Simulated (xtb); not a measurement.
isocyanic acid (CHNO), SMILES N=C=O. All values are semi-empirical tight-binding results from xtb (GFN2-xTB unless named), good for trends rather than for accurate numbers. The structure is a stationary point at GFN2-xTB.

```
Property                                           Value
-----------------------------------------  -------------
point group as xtb finds it                           Cs
orbital gap                                      6.52 eV
dipole moment                                     2.55 D
zero-point energy                          13.3 kcal/mol
G − E(el) at 298.15 K (modified RRHO)      -1.0 kcal/mol
static polarisability (D4 model)              23.2 bohr³
solvation energy, GFN2-xTB/ALPB(water)     -4.6 kcal/mol
solvation energy, GFN2-xTB/ALPB(methanol)  -4.0 kcal/mol
```

### Question
Give the IR lines (harmonic; lines under 4 % of the strongest left out, lines within 3 cm⁻¹ merged). (An estimate is asked for; the answer gives what the named calculation found.)

### Answer
ν (cm⁻¹): 687 (m), 2511 (vs), 3636 (w) (against the strongest line: vs over 80 %, s over 45 %, m over 15 %, w over 4 %, vw less)
